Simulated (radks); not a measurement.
The numbers below are computed, except where a source is named.
Numerical settings for neutral rubidium, [Kr] 5s1. Level of theory: Dirac Kohn-Sham, PBE, spin-unpolarised, spherical densities, finite nucleus; Fermi nuclear charge, rms radius 4.2036 fm (a radial shooting solver on a logarithmic mesh with Libxc functionals). The defaults (mesh step 0.008 in ln r, mesh end at 40 bohr or more with all orbitals vanishing there, Anderson mixing 0.5 over 9 steps, residual threshold near 1e-9 with the energy settled to 1e-9 hartree or 1e-11 of itself, here a cap of 68 iterations) give E = -2981.4252 hartree and 5s1/2 at -2.231 eV in 14 iterations. Run on one thread of a shared host, so times are rough (Intel(R) Xeon(R) 6975P-C): 0.08 s of CPU time, 0.08 s wall, 14 iterations on 2437 mesh points. Changes against that run (0 stands for a change within the tolerance of the run):

[
 {"setting": "mesh step in ln r 0.005", "iterations": "15", "converged": "yes", "E (mhartree)": "0", "e(5s1/2) (meV)": "0", "CPU (s)": "0.13"},
 {"setting": "mesh step in ln r 0.012", "iterations": "14", "converged": "yes", "E (mhartree)": "0", "e(5s1/2) (meV)": "0", "CPU (s)": "0.06"},
 {"setting": "mesh step in ln r 0.003", "iterations": "16", "converged": "yes", "E (mhartree)": "0", "e(5s1/2) (meV)": "0", "CPU (s)": "0.23"},
 {"setting": "mesh end (bohr) 2", "iterations": "14", "converged": "level above zero", "E (mhartree)": "+1.48e+04", "e(5s1/2) (meV)": "+1.98e+05", "CPU (s)": "0.06"},
 {"setting": "mesh end (bohr) 5", "iterations": "13", "converged": "level above zero", "E (mhartree)": "+239", "e(5s1/2) (meV)": "+7.68e+03", "CPU (s)": "0.06"},
 {"setting": "residual threshold 0.001", "iterations": "9", "converged": "yes", "E (mhartree)": "0", "e(5s1/2) (meV)": "+0.364", "CPU (s)": "0.06"},
 {"setting": "residual threshold 1e-16", "iterations": "68", "converged": "no", "E (mhartree)": "0", "e(5s1/2) (meV)": "0", "CPU (s)": "0.21"},
 {"setting": "mixing 1.5", "iterations": "15", "converged": "yes", "E (mhartree)": "0", "e(5s1/2) (meV)": "0", "CPU (s)": "0.09"},
 {"setting": "linear mixing, mixing 0.05", "iterations": "68", "converged": "no", "E (mhartree)": "+0.0916", "e(5s1/2) (meV)": "-50", "CPU (s)": "0.34"},
 {"setting": "linear mixing, mixing 0.8", "iterations": "43", "converged": "yes", "E (mhartree)": "0", "e(5s1/2) (meV)": "0", "CPU (s)": "0.2"},
 {"setting": "mixing history 20", "iterations": "18", "converged": "yes", "E (mhartree)": "0", "e(5s1/2) (meV)": "0", "CPU (s)": "0.1"},
 {"setting": "iteration cap 8", "iterations": "8", "converged": "no", "E (mhartree)": "0", "e(5s1/2) (meV)": "+0.364", "CPU (s)": "0.05"}
]

Settled on a wrong energy, with an occupied level pushed above zero by the early mesh end: mesh end (bohr) 2 (+14.8 hartree); mesh end (bohr) 5 (+0.239 hartree). Apart from these: no run marked as converged misses the energy by more than 1 mhartree. A mesh that ends early acts as a hard wall.
